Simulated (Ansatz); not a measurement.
Species: sum formula SiNH4, charge 0, multiplicity 2. It need not be the lowest isomer of its formula. 
Coordinates optimised at B3LYP-D3(BJ)/def2-TZVP (Ansatz, a program for electronic structure):
```xyz
6

N      1.1558    -0.3137    -0.3124
Si    -0.4627     0.1681     0.1635
H      1.1601    -1.0363    -1.0369
H     -1.0917    -0.9642     0.8949
H     -1.3071     0.5003    -1.0142
H     -0.3738     1.3424     1.0542
```
Charge 0, spin multiplicity 2.

Basis-set convergence of Hartree-Fock and CCSD correlation energies (hartree) with Ansatz. Cores are frozen in the correlated levels unless marked. UHF or UKS for open shells. Spin-orbit coupling is left out. No relativistic terms.

```json
[
 {"basis": "def2-SVPD", "functions": "76", "E(HF)": "-345.54296", "E(corr, CCSD)": "-0.29118"},
 {"basis": "def2-TZVPPD", "functions": "153", "E(HF)": "…", "E(corr, CCSD)": "…"}
]
```

Question: What belongs in the gaps?

Answer: 
- def2-TZVPPD, E(HF): -345.71217
- def2-TZVPPD, E(corr, CCSD): -0.34051
